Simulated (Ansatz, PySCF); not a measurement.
C₅H₃Br, SMILES C#CC=C=CBr. Atoms are numbered in the order given.

```xyz
9

C      3.8252    -0.8443     0.9930
C      2.9399    -0.0465     0.7483
C      1.9330     0.9153     0.4496
C      0.6335     0.7052     0.5959
C     -0.6478     0.5073     0.7254
Br    -1.7229    -0.1953    -0.6874
H      4.5984    -1.5564     1.2108
H      2.2701     1.8940     0.0787
H     -1.2179     0.7162     1.6338
```
Charge 0, spin multiplicity 1.

Coordinates come from a TPSSh-D3(BJ)/def2-SVP optimisation. The structure was generated by enumeration, and PubChem lists no compound with its InChIKey, so it may never have been made.

Two levels are set side by side: PBE-D3(BJ)/def2-SVP (Ansatz, a first-principles code) and TPSSh-D3(BJ)/def2-SVP (PySCF). Each level has its own optimised geometry; the coordinates shown are those of the second. Frequencies come from the Hessian of PySCF at each geometry. Differences are taken from unrounded values.

```tsv
quantity	TPSSh-D3(BJ)	PBE-D3(BJ)	PBE-D3(BJ) minus TPSSh-D3(BJ)
mean bond length (Å)	1.305	1.312	0.007
bond C1–C2 (Å)	1.217	1.226	0.009
bond C2–C3 (Å)	1.424	1.423	-0.001
bond C3–C4 (Å)	1.324	1.332	0.007
bond C4–C5 (Å)	1.303	1.309	0.006
bond C5–Br6 (Å)	1.909	1.914	0.005
bond C1–H7 (Å)	1.074	1.081	0.008
bond C3–H8 (Å)	1.100	1.109	0.010
bond C5–H9 (Å)	1.093	1.101	0.009
highest harmonic wavenumber (cm⁻¹)	3471	3406	-65
mean harmonic wavenumber (cm⁻¹)	1168	1136	-32
zero-point energy (kcal/mol)	35.06	34.11	-0.95
```

GGA bonds tend to be longer and softer than those of functionals with exact exchange. Differences between two approximate levels are no errors against the true value.
